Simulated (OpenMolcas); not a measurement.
**Cu2+, Ag2+, Au2+: d9 down the group**

- Program: OpenMolcas
- Method: XMS-CASPT2, IPEA 0.25 Eh, imaginary shift 0.1 Eh
- Basis: ANO-RCC-VTZP
- Scalar Hamiltonian: DKH2, point nucleus
- Spin-orbit coupling: state interaction with AMFI integrals over the reference wave functions, term energies averaged over their components

Active space for each ion: 9 electrons in 6 orbitals (d s); closed shells correlated by CASPT2: Cu2+ 3s 3p; Ag2+ 4s 4p; Au2+ 5s 5p.

Computed levels in cm-1 above 2D 5/2:

```csv
Level,Cu2+,Ag2+,Au2+
2D 3/2,2190,4630,13280
weight of 2D in the lowest level (%),100,100,100
```

Measured, with the error of the calculation in %. Measured levels: Cu2+ from Sugar and Musgrove, J. Phys. Chem. Ref. Data 19, 527 (1990); Ag2+ from Moore, Atomic Energy Levels, vol. III, NSRDS-NBS 35 (1971 reprint of NBS Circular 467, 1958); Au2+ from Iglesias, J. Res. Natl. Bur. Stand. 64A, 481 (1960).

```csv
Level,Cu2+,Ag2+,Au2+
2D 3/2,2072 (+5.5),4607 (+0.5),12694 (+4.6)
```

The fine-structure level 2D 3/2 changes by a factor of 6.06 from Cu2+ to Au2+.

CASPT2 breaks the degeneracy within a term, and the mean is taken; among the terms shown or strongly mixed into the levels shown the widest spread is 140 cm-1 (5d9 2D, Au2+). Measured partners are found by configuration, term and J. A level has none where our copy of the source lacks it or the pairing is in doubt (some pairs that miss far off the trend of their configuration count as doubtful), and it then counts in no deviation. Only configurations of the active space appear.
